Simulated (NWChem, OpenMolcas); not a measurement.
# How basis sets differ on Si2NH5F (SMILES N[Si](F)[SiH3])

Si2NH5F: 9 atoms, total charge 0, spin state doublet. As SMILES, `N[Si](F)[SiH3]`. Geometry: relaxed at PBE0-D4/def2-TZVP. This is one conformer, not always the lowest.

| atom | x (Å) | y (Å) | z (Å) |
| --- | --- | --- | --- |
| N | -0.9770 | 1.3729 | -0.6836 |
| Si | -0.8479 | -0.3224 | -0.5781 |
| F | -0.4955 | -1.0107 | -1.9972 |
| Si | 0.8239 | -0.8830 | 0.9691 |
| H | -1.7423 | 1.8337 | -1.1474 |
| H | -0.1982 | 1.9932 | -0.5288 |
| H | 1.1320 | -2.3318 | 0.8565 |
| H | 2.0785 | -0.1035 | 0.7569 |
| H | 0.3150 | -0.5948 | 2.3356 |

Quantity: the dipole moment, in D. The values are calculated.

```json
{"level": "ROHF/ANO-R0 (sfX2C)", "kind": "Hartree–Fock", "program": "OpenMolcas", "value (D)": "3.27", "CPU time": "5.9 s"}
{"level": "ROHF/ANO-RCC-MB (DKH2)", "kind": "Hartree–Fock", "program": "OpenMolcas", "value (D)": "2.23", "CPU time": "5.9 s"}
{"level": "UHF/STO-3G", "kind": "Hartree–Fock", "program": "OpenMolcas", "value (D)": "1.03", "CPU time": "4.4 s"}
{"level": "UHF/3-21G", "kind": "Hartree–Fock", "program": "NWChem", "value (D)": "2.26", "CPU time": "5.6 s"}
{"level": "UHF/def2-SVP", "kind": "Hartree–Fock", "program": "OpenMolcas", "value (D)": "2.17", "CPU time": "16 s"}
```

The values span 1.03 to 3.27 D. Magnitudes only. Sets without polarisation functions give poor dipoles. Times are those of the runs behind each value, whatever else they computed, on shared processors of several kinds: orders of magnitude only.
